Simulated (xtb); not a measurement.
xtb input (GFN-FF):

```bash
xtb mol.xyz --gfnff --opt tight --chrg 0 --uhf 0
```
mol.xyz:
```
4

Sn    -0.27387918    -0.24612340    -0.04315093
O     -1.62303541    -1.45855191    -0.25571673
Cl    -0.20608848     1.96140531    -0.75361516
Cl     1.77539685    -0.55113557     1.00086695
```

End of the output:

```
         :::::::::::::::::::::::::::::::::::::::::::::::::::::
         ::                     SUMMARY                     ::
         :::::::::::::::::::::::::::::::::::::::::::::::::::::
         :: total energy              -0.203925078160 Eh    ::
         :: gradient norm              0.000067511116 Eh/a0 ::
         ::.................................................::
         :: bond energy               -0.141168464283 Eh    ::
         :: angle energy               0.000009023144 Eh    ::
         :: torsion energy             0.000000000000 Eh    ::
         :: repulsion energy           0.031277495114 Eh    ::
         :: electrostat energy        -0.091822712983 Eh    ::
         :: dispersion energy         -0.002220419151 Eh    ::
         :: HB energy                  0.000000000000 Eh    ::
         :: XB energy                  0.000000000000 Eh    ::
         :: bonded atm energy          0.000000000000 Eh    ::
         :: external energy            0.000000000000 Eh    ::
         :: add. restraining           0.000000000000 Eh    ::
         :: total charge              -0.000000000000 e     ::
         :::::::::::::::::::::::::::::::::::::::::::::::::::::

           -------------------------------------------------
          |                Property Printout                |
           -------------------------------------------------

molecular dipole:
                 x           y           z       tot (Debye)
 q only:        0.789       0.709       0.124       2.716
           -------------------------------------------------
          |                Geometry Summary                 |
           -------------------------------------------------

      molecular mass/u    :      205.6153927
   center of mass at/Å    :        0.0165115       0.0148382       0.0026015
  moments of inertia/u·Å² :        0.1404675E+03   0.2913612E+03   0.4318287E+03
rotational constants/cm⁻¹ :        0.1200109E+00   0.5785819E-01   0.3903778E-01

optimized geometry written to: xtbopt.xyz

           -------------------------------------------------
          | TOTAL ENERGY               -0.203925078160 Eh   |
          | GRADIENT NORM               0.000067511116 Eh/α |
           -------------------------------------------------
########################################################################
[WARNING] Runtime exception occurred
-1- gfnff_setup: Could not read topology file.
########################################################################

------------------------------------------------------------------------
------------------------------------------------------------------------
 total:
 SCF:
 ANC optimizer:
```
